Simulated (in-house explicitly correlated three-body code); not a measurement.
Computed with an exponentially correlated three-body code. Model: two electrons around a point charge, non-relativistic, variational in 260 exponentially correlated functions (energies converged to about 1e-7 hartree, or 1e-8 relative for large Z).

For this charge the correlation energy is taken as exact minus Hartree-Fock, from which it differs by microhartrees, and the kinetic parts follow from it.

For two electrons in a singlet the Kohn-Sham orbital is the square root of half the density, so the exact Kohn-Sham potential and energy parts follow from the density alone, and exchange is minus half the Hartree energy. The Kohn-Sham level equals minus the binding energy of the second electron.

Command:
```bash
python run_hyl.py task.json out
```
Settings (lengths in bohr, energies in hartree):
```
Z                      8.1
interaction_strength   1
functions              260
states_tried           13
```

Cost of the run: 59 s on 1 thread of Intel(R) Xeon(R) Platinum 8175M CPU @ 2.50GHz (Skylake/Cascade Lake), with other jobs on the host.

**Those bound S and P states to n = 4 that converged, binding against the one-electron ion.**

Given: nuclear charge 8.1.

Computed: one-electron threshold -32.805 hartree.

```
term  energy (hartree)  binding (eV)  quantum defect
1 1S       -60.7041081        759.17        0.049509
2 3S       -39.5320954        183.05        0.064338
2 3P                 ?             ?               ?
2 1S        -39.241839        175.16        0.021177
2 1P       -39.0550404        170.07      -0.0081768
3 3S       -35.7234783        79.416        0.061233
3 3P       -35.6475346        77.349        0.022235
3 1S       -35.6467122        77.327        0.021804
3 1P       -35.5925204        75.852      -0.0070062
4 3S       -34.4288839        44.188        0.060275
4 1S       -34.3978017        43.342        0.022021
4 3P                 ?             ?               ?
4 1P       -34.3751324        42.725      -0.0065928
```

Question: What belongs in the row 2 3P?

Answer: energy (hartree): -39.2530699; binding (eV): 175.46; quantum defect: 0.022901.

Question: What belongs in the row 4 3P?

Answer: energy (hartree): -34.3977935; binding (eV): 43.342; quantum defect: 0.022011.

**Converged states only, values per electron or pair.**

| term | mean r (bohr) | mean r squared (bohr²) | mean inverse r (1/bohr) | mean r12 (bohr) | mean inverse r12 (1/bohr) | mean cosine | mean p1 dot p2 (bohr⁻²) | delta r1 (bohr⁻³) | delta r12 (bohr⁻³) |
| --- | --- | --- | --- | --- | --- | --- | --- | --- | --- |
| 1 1S | 0.19422 | 0.050614 | 7.7876 | 0.2866 | 4.7503 | -0.016384 | 0.96433 | 155.68 | 16.528 |
| 2 3S | ? | ? | ? | ? | ? | ? | ? | ? | - |
| 2 3P | 0.43537 | 0.30525 | 4.9495 | 0.72834 | 1.6756 | -0.071353 | -3.9886 | 83.844 | - |
| 2 1S | 0.50642 | 0.42239 | 4.9467 | 0.84943 | 1.6522 | -0.008263 | 0.084026 | 92.461 | 2.8156 |
| 2 1P | ? | ? | ? | ? | ? | ? | ? | ? | ? |
| 3 3S | 1.0062 | 1.918 | 4.4531 | 1.8401 | 0.6936 | -0.0018112 | 0.02121 | 87.006 | - |
| 3 3P | 0.9591 | 1.7533 | 4.4478 | 1.7486 | 0.75964 | -0.017351 | -0.93468 | 84.397 | - |
| 3 1S | 1.0294 | 2.0171 | 4.4474 | 1.8844 | 0.75383 | -0.0026448 | 0.026353 | 86.887 | 0.82154 |
| 3 1P | 0.97689 | 1.8249 | 4.4433 | 1.7782 | 0.79688 | 0.011633 | 0.96513 | 84.604 | 0.23834 |
| 4 3S | 1.7331 | 6.0773 | 4.2755 | 3.2882 | 0.40482 | -0.00078529 | 0.0088729 | 85.589 | - |
| 4 1S | 1.764 | 6.3098 | 4.2731 | 3.3491 | 0.42913 | -0.00114 | 0.01132 | 85.545 | 0.34351 |
| 4 3P | 1.694 | 5.8407 | 4.2733 | 3.2109 | 0.43149 | -0.0068579 | -0.36449 | 84.509 | - |
| 4 1P | 1.7175 | 6.0131 | 4.2714 | 3.2557 | 0.44711 | 0.0045807 | 0.38601 | 84.587 | 0.1033 |

Question: What belongs in the row 2 3S?

Answer: mean r (bohr): 0.49053; mean r squared (bohr²): 0.39178; mean inverse r (1/bohr): 4.9685; mean r12 (bohr): 0.82654; mean inverse r12 (1/bohr): 1.4254; mean cosine: -0.0054624; mean p1 dot p2 (bohr⁻²): 0.072394; delta r1 (bohr⁻³): 93.029.

Question: What belongs in the row 2 1P?

Answer: mean r (bohr): 0.44787; mean r squared (bohr²): 0.32569; mean inverse r (1/bohr): 4.9328; mean r12 (bohr): 0.72662; mean inverse r12 (1/bohr): 1.8008; mean cosine: 0.047768; mean p1 dot p2 (bohr⁻²): 3.8047; delta r1 (bohr⁻³): 84.746; delta r12 (bohr⁻³): 0.73293.

**Functionals on the exact density and self-consistent, errors are functional minus exact, hybrids only self-consistent, a dash where a self-consistent run leaves the top level unbound.**

| result | exchange error (millihartree) | correlation error (millihartree) | functional driven error (millihartree) | density driven error (millihartree) | self consistent total error (millihartree) | top level plus exact binding (eV) |
| --- | --- | --- | --- | --- | --- | --- |
| SCAN | -4.0862 | 1.8385 | -2.2476 | -0.3136 | -2.5612 | 42.473 |
| LDA VWN5 | 685.01 | -145.49 | 539.52 | -2.5943 | 536.92 | 52.4 |
| BLYP | ? | ? | ? | ? | ? | ? |
| PBEsol | 300.48 | -16.062 | 284.42 | -1.4135 | 283 | 50.118 |
| HSE06 | - | - | - | - | 61.381 | 36.004 |
| B3LYP VWN-RPA | - | - | - | - | 39.261 | 37.511 |
| LDA PW92 | ? | ? | ? | ? | ? | ? |
| RPBE | 11.573 | -2.2233 | 9.3498 | -1.4507 | 7.8991 | 47.297 |
| BP86 | 34.743 | -25.949 | 8.7949 | -0.93878 | 7.8561 | 47.167 |
| PBE0 | - | - | - | - | 66.959 | 35.623 |

Question: What belongs in the row BLYP?

Answer: exchange error (millihartree): 34.743; correlation error (millihartree): -4.7608; functional driven error (millihartree): 29.983; density driven error (millihartree): -1.446; self consistent total error (millihartree): 28.537; top level plus exact binding (eV): 47.059.

Question: What belongs in the row LDA PW92?

Answer: exchange error (millihartree): 685.01; correlation error (millihartree): -144.52; functional driven error (millihartree): 540.49; density driven error (millihartree): -2.5954; self consistent total error (millihartree): 537.9; top level plus exact binding (eV): 52.414.

**Density and exact potentials over r, pair density (one pair, times 4 pi r12^2) and exact minus Kohn-Sham pair density over r12.**

```json
{"radius (bohr)": "0.0525", "radial density (electrons/bohr)": "4.6331", "exchange potential (hartree)": "-7.1886", "intracule density (1/bohr)": "0.53782", "Coulomb hole against Kohn-Sham (1/bohr)": "-0.04608", "correlation potential (hartree)": "-0.014"}
{"radius (bohr)": "0.0609", "radial density (electrons/bohr)": "5.4519", "exchange potential (hartree)": "-7.0296", "intracule density (1/bohr)": "0.70331", "Coulomb hole against Kohn-Sham (1/bohr)": "-0.05565", "correlation potential (hartree)": "-0.007"}
{"radius (bohr)": "0.0706", "radial density (electrons/bohr)": "6.2782", "exchange potential (hartree)": "-6.8375", "intracule density (1/bohr)": "0.90973", "Coulomb hole against Kohn-Sham (1/bohr)": "-0.06547", "correlation potential (hartree)": "0"}
{"radius (bohr)": "0.0818", "radial density (electrons/bohr)": "7.0547", "exchange potential (hartree)": "-6.6089", "intracule density (1/bohr)": "1.161", "Coulomb hole against Kohn-Sham (1/bohr)": "-0.07455", "correlation potential (hartree)": "0.006"}
{"radius (bohr)": "0.0948", "radial density (electrons/bohr)": "?", "exchange potential (hartree)": "?", "intracule density (1/bohr)": "?", "Coulomb hole against Kohn-Sham (1/bohr)": "?", "correlation potential (hartree)": "?"}
{"radius (bohr)": "0.11", "radial density (electrons/bohr)": "8.1693", "exchange potential (hartree)": "-6.0274", "intracule density (1/bohr)": "1.7993", "Coulomb hole against Kohn-Sham (1/bohr)": "-0.08433", "correlation potential (hartree)": "0.017"}
{"radius (bohr)": "0.127", "radial density (electrons/bohr)": "8.3353", "exchange potential (hartree)": "-5.6867", "intracule density (1/bohr)": "2.151", "Coulomb hole against Kohn-Sham (1/bohr)": "-0.08117", "correlation potential (hartree)": "0.02"}
{"radius (bohr)": "0.148", "radial density (electrons/bohr)": "8.1471", "exchange potential (hartree)": "-5.2864", "intracule density (1/bohr)": "2.5181", "Coulomb hole against Kohn-Sham (1/bohr)": "-0.06966", "correlation potential (hartree)": "0.021"}
{"radius (bohr)": "0.171", "radial density (electrons/bohr)": "7.5977", "exchange potential (hartree)": "-4.8797", "intracule density (1/bohr)": "2.8138", "Coulomb hole against Kohn-Sham (1/bohr)": "-0.05066", "correlation potential (hartree)": "0.02"}
{"radius (bohr)": "0.199", "radial density (electrons/bohr)": "6.6613", "exchange potential (hartree)": "-4.4327", "intracule density (1/bohr)": "3.0135", "Coulomb hole against Kohn-Sham (1/bohr)": "-0.02395", "correlation potential (hartree)": "0.017"}
{"radius (bohr)": "0.23", "radial density (electrons/bohr)": "5.5097", "exchange potential (hartree)": "-3.9986", "intracule density (1/bohr)": "3.0439", "Coulomb hole against Kohn-Sham (1/bohr)": "0.003891", "correlation potential (hartree)": "0.014"}
{"radius (bohr)": "0.267", "radial density (electrons/bohr)": "4.2", "exchange potential (hartree)": "-3.5566", "intracule density (1/bohr)": "2.8734", "Coulomb hole against Kohn-Sham (1/bohr)": "0.02879", "correlation potential (hartree)": "0.01"}
{"radius (bohr)": "0.309", "radial density (electrons/bohr)": "2.9536", "exchange potential (hartree)": "-3.1411", "intracule density (1/bohr)": "2.5079", "Coulomb hole against Kohn-Sham (1/bohr)": "0.04361", "correlation potential (hartree)": "0.006"}
{"radius (bohr)": "0.359", "radial density (electrons/bohr)": "1.8568", "exchange potential (hartree)": "-2.7428", "intracule density (1/bohr)": "1.9788", "Coulomb hole against Kohn-Sham (1/bohr)": "0.04591", "correlation potential (hartree)": "0.004"}
{"radius (bohr)": "0.416", "radial density (electrons/bohr)": "1.0463", "exchange potential (hartree)": "-2.3865", "intracule density (1/bohr)": "1.3997", "Coulomb hole against Kohn-Sham (1/bohr)": "0.03719", "correlation potential (hartree)": "0.002"}
{"radius (bohr)": "0.482", "radial density (electrons/bohr)": "?", "exchange potential (hartree)": "?", "intracule density (1/bohr)": "?", "Coulomb hole against Kohn-Sham (1/bohr)": "?", "correlation potential (hartree)": "?"}
{"radius (bohr)": "0.559", "radial density (electrons/bohr)": "0.21585", "exchange potential (hartree)": "-1.787", "intracule density (1/bohr)": "0.45875", "Coulomb hole against Kohn-Sham (1/bohr)": "0.01079", "correlation potential (hartree)": "0.001"}
```

Question: What belongs in the row 0.0948?

Answer: radial density (electrons/bohr): 7.7124; exchange potential (hartree): -6.34; intracule density (1/bohr): 1.4588; Coulomb hole against Kohn-Sham (1/bohr): -0.08147; correlation potential (hartree): 0.012.

Question: What belongs in the row 0.482?

Answer: radial density (electrons/bohr): 0.51541; exchange potential (hartree): -2.0685; intracule density (1/bohr): 0.8678; Coulomb hole against Kohn-Sham (1/bohr): 0.02338; correlation potential (hartree): 0.001.

The density-driven part is never positive, since each functional's own density lowers its energy. Here it is small beside the functional-driven part (median ratio 0.048), the normal case.
